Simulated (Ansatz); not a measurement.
W2O6⁺, relaxed as a doublet with UKS PBE-D4/def2-SVP in Ansatz, starting from the GFN1-xTB geometry. Force threshold 0.02 eV/Å.

In the def2 sets W takes a core potential; there is no spin–orbit coupling. The relaxation made no stability test and no search for a lower SCF solution. No other spin state of charge 1 was run. Another isomer (doublet) lies 1.03 eV lower at PBE0-D4/def2-TZVP; other spin states weren't run for this one.

Start:

Cartesian coordinates in Å:
```
W -0.199 1.227 0.936
W 0.621 -1.653 -1.055
O 0.679 -1.227 -2.674
O 0.705 2.544 0.342
O 0.364 -0.261 -0.025
O 0.168 0.881 2.564
O -1.870 1.371 0.637
O -0.468 -2.882 -0.724
```

| step | energy (eV) | largest force component (eV/Å) | SCF passes |
| --- | --- | --- | --- |
| 1 | -15910.7915 | 4.461 | 73 |
| 2 | -15911.7774 | 1.418 | 53 |
| 3 | -15912.0777 | 0.784 | 79 |
| 4 (rejected) | -15911.9091 | 3.720 | 42 |
| 5 | -15912.1590 | 0.304 | 35 |
| 6 | -15912.1694 | 0.296 | 39 |
| 7 | -15912.1732 | 0.096 | 34 |
| 8 | -15912.1746 | 0.040 | 33 |
| 9 | -15912.1749 | 0.019 | 32 |

Force components are those of the run's own axes.

End:

```tsv
atom	x (Å)	y (Å)	z (Å)
W1	-0.144	1.167	0.925
W2	0.793	-1.883	-1.125
O3	0.558	-1.215	-2.672
O4	0.578	2.687	0.396
O5	0.634	-0.458	0.007
O6	0.082	1.133	2.671
O7	-1.871	1.350	0.665
O8	-0.629	-2.781	-0.867
```

By distances, no bond broke or formed. The bond that changes most is W1–O5, from 1.86 to 2.02 Å (atoms count from 1).

No frequencies were taken in this run, so the end may be a saddle point.

Hardware: 4 threads of Arm Neoverse V1 on a shared host. Wall time 33 s.
